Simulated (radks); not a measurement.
Q: Zn I, 30 electrons, occupied as [Ar] 3d10 4s2 (the NIST ground configuration). All-electron calculation, scalar-relativistic Kohn-Sham, TASK exchange with Perdew-Wang LDA correlation, spin-unpolarised, spherical densities, finite nucleus; meta-GGA in the generalised Kohn-Sham scheme; Fermi nuclear charge, rms radius 3.9283 fm. Program: a radial shooting solver on a logarithmic mesh with Libxc functionals. Some entries of the table are withheld. Estimate them.

orbital,occ.,eigenvalue (hartree),<r^2> (bohr^2)
1s,2,-351.1585,0.003417
2s,2,-43.03748,0.06053
2p,6,(1),0.04832
3s,2,-4.93862,0.5415
3p,6,-3.19970,0.6065
3d,10,-0.38932,(2)
4s,2,-0.24450,7.989

A: 
(1) 2p eigenvalue (hartree): -37.27878
(2) 3d <r^2> (bohr^2): 1.108
